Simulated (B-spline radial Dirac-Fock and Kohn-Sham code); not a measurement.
**Ag 4s: cross section and angular parameters**

System: the Ag atom in the configuration [Kr] 4d10 5s1; threshold 97.00 eV (tabulated edge). Model: Dirac-Hartree-Slater photoionisation with a Latter tail; cross sections with all multipoles, angular parameters from the dipole term and its interference with E2. Program: a radial B-spline solver.

For linearly polarised light dσ/dΩ = σ/(4π) [1 + β P₂(cos θ) + (δ + γ cos²θ) sin θ cos φ], with θ from the polarisation vector and φ the angle between the beam and the projection of the electron momentum on the plane normal to the polarisation.

```
hν (eV)  σ (kb)      β       γ
    108     163  1.913  -0.107
    179     153  1.970   0.215
    221     132  1.977   0.278
    225     130  1.977   0.282
    286     103  1.982   0.314
    360    78.7  1.985   0.323
    438    61.0  1.987   0.311
    557    43.5  1.989   0.279
    600    39.0  1.989   0.265
    891    20.9  1.991   0.167
   1150    13.7  1.992   0.092
   1160    13.5  1.992   0.089
 1253.6    11.8  1.992   0.066
   1280    11.4  1.992   0.059
   1430    9.38  1.993   0.027
   1490    8.72  1.993   0.015
   1840    5.99  1.993  -0.039
   2160    4.49  1.993  -0.071
   2900    2.60  1.994  -0.096
 2984.4       ?      ?       ?
   4920   0.930  1.994   0.023
   5100   0.865  1.994   0.040
 5414.7   0.767  1.994   0.072
   6000   0.622  1.994   0.136
   6010   0.620  1.994   0.137
   7190   0.427  1.994   0.276
 9251.7   0.249  1.994   0.531
  12600   0.126  1.993   0.932
  15000  0.0851  1.993   1.205
```

Question: Give the values at Ag Lα (2984.4 eV).

Answer: σ = 2.46 kb, β = 1.994, γ = -0.096. For an s subshell δ is negligible.

Values without a named source are computed, but for edge energies of neutral atoms, which are taken from tables.
